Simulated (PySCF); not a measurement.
**Arsenic: a sound run and one with changed settings**

Sound run: As⁺ [Ar] 3d10 4s2 4p2, As²⁺ [Ar] 3d10 4s2 4p1. Calculation: PySCF 2.14, in def2-TZVP; no relativity, point nucleus. The sound run starts from symmetry-adapted Hartree-Fock orbitals and uses a fine grid where one is needed.

Changed run: 26 angular points. This setting is unsound on purpose.

```csv
species,method,sound run (hartree),changed run (hartree),converged
As⁺,UHF,-2233.84690,-2233.84690,yes
As⁺,BP86,-2235.70729,-2235.70731,yes
As⁺,B3LYP,-2235.48651,-2235.48655,yes
As²⁺,UHF,-2233.18621,-2233.18621,yes
As²⁺,BP86,-2235.02326,-2235.02326,yes
As²⁺,B3LYP,-2234.80543,-2234.80548,yes
```

Ionisation energy of As⁺:

```tsv
method	sound run (eV)	changed run (eV)
UHF	17.978	17.978
BP86	18.613	18.614
B3LYP	18.533	18.533
```

A coarse angular grid integrates products of high-l functions wrongly, so density functionals can shift, and the SCF can exploit the error; Hartree-Fock and MP2 need no grid.

For comparison, NIST gives 18.589 eV between the lowest levels.
